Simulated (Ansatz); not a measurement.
```yaml
crystal:
  periodic: [false, false, false]
  atoms:
    - {symbol: In, position_ang: [1.610786, -2.423352, 0.998160]}
    - {symbol: In, position_ang: [2.481821, 0.923205, 1.264341]}
    - {symbol: In, position_ang: [-2.813974, 1.261365, -1.575783]}
    - {symbol: As, position_ang: [0.355194, 0.682879, -1.231226]}
    - {symbol: As, position_ang: [-0.793752, 0.809381, 0.916219]}
    - {symbol: As, position_ang: [-0.840074, -1.253478, -0.371720]}
basis:
  gaussian: {orbitals: def2-TZVP, initial_orbitals: start.molden}
total_charge: 1
magnetization: {spin_polarized: true, initial_magnetization: 3}
hamiltonian: {xc: {name: wB97M-V}}
scf: {omitted_lower_state_checks: [starts]}
output: {orbitals: {seedname: orbitals}}
```

The file start.molden holds the orbitals of an earlier run on this structure, at another level or in another basis.

```sh
$ ansatz run in.yaml --threads 4 --pin off --events-out ev --progress --plain --max-ram 6963MiB
```

Task: Does this run fit into the memory that it is given?

Result: No. It has 294 basis functions, and Ansatz plans for 8 GiB where 7 GiB are given.
